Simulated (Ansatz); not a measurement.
```yaml
crystal:
  periodic: [false, false, false]
  atoms:
    - {symbol: Pd, position_ang: [-0.941247, -1.450075, 0.362459]}
    - {symbol: Pd, position_ang: [0.851279, 0.092997, -0.364510]}
    - {symbol: H, position_ang: [0.089968, 1.357079, 0.002061]}
basis:
  gaussian: {orbitals: def2-TZVPD}
total_charge: -2
magnetization: {spin_polarized: true, initial_magnetization: 1}
hamiltonian: {xc: {name: PBE0}, dispersion: d3bjatm}
scf: {lower_state_search: full}
output: {forces: true}
```

```sh
$ ansatz run in.yaml --threads 4 --pin off --events-out ev --progress --plain --max-ram 3916MiB
```

Shortened log:

```
Functional definition: PBE0
856 factors; integrals over basis functions are off by at most 5.9e-4 eV
mean field evaluation 1: about -6845.6718 eV, gradient 1.6e2 eV
mean field evaluation 2: about -6846.5473 eV, gradient 1.6e2 eV
mean field evaluation 4: about -6946.4315 eV, gradient 7.5e1 eV
mean field evaluation 8: about -6972.8414 eV, gradient 2.7e0 eV
mean field evaluation 16: about -6973.3565 eV, gradient 2.3e-1 eV
mean field evaluation 32: about -6973.3585 eV, gradient 1.7e-3 eV
mean field evaluation 64: about -6972.8241 eV, gradient 3.5e-1 eV
mean field evaluation 96: about -6972.8283 eV, gradient 6.3e-1 eV
mean field evaluation 128: about -6973.2882 eV, gradient 3.4e0 eV
mean field evaluation 160: about -6907.7471 eV, gradient 9.4e1 eV
mean field evaluation 192: about -6958.7940 eV, gradient 2.6e1 eV
mean field evaluation 224: about -6945.6993 eV, gradient 3.2e1 eV
mean field evaluation 256: about -6960.8496 eV, gradient 3.3e1 eV
mean field evaluation 288: about -6973.3584 eV, gradient 3.0e-2 eV
mean field evaluation 320: about -6972.1200 eV, gradient 8.8e0 eV
mean field evaluation 352: about -6973.3579 eV, gradient 2.6e-1 eV
mean field evaluation 384: about -6964.4826 eV, gradient 3.5e1 eV
mean field evaluation 416: about -6973.3585 eV, gradient 2.5e-3 eV
mean field evaluation 448: about -6965.0490 eV, gradient 3.6e1 eV
mean field evaluation 480: about -6973.3567 eV, gradient 1.4e-1 eV
mean field evaluation 512: about -6964.7560 eV, gradient 3.6e1 eV
mean field evaluation 544: about -6973.3585 eV, gradient 2.7e-3 eV
a density is far from that of the atoms, so the factors are made again for it
866 factors; integrals over basis functions are off by at most 5.9e-4 eV
mean field -6973.35847044 eV, -256.2661970764 hartree, gradient 2.0e-5 eV, S^2 0.790217; 0 other end points of the search recorded, 0 dependent functions left out
reference -6973.35849258 eV, -256.2661978902 hartree; 20, 19 occupied and 69, 70 virtual orbitals, 866 factors
Total energy: -6973.42594232 eV, -256.2686766225 hartree
Atom 0 at    -0.941247    -1.450075     0.362459 Å, force    -0.557709    -0.682369     0.220089 eV/Å
Atom 1 at     0.851279     0.092997    -0.364510 Å, force     0.485794     0.325515    -0.199808 eV/Å
Atom 2 at     0.089968     1.357079     0.002061 Å, force     0.071914     0.356854    -0.020281 eV/Å
Dipole moment:     0.468641     0.134091    -0.198173 e Å
```

It took 24 s on 4 threads of Arm Neoverse V2 on a shared host.

In the def2 sets Pd takes a core potential; there is no spin–orbit coupling. A multiply charged anion in the gas phase is held together partly by the finite basis.

The dipole of an ion depends on the origin.
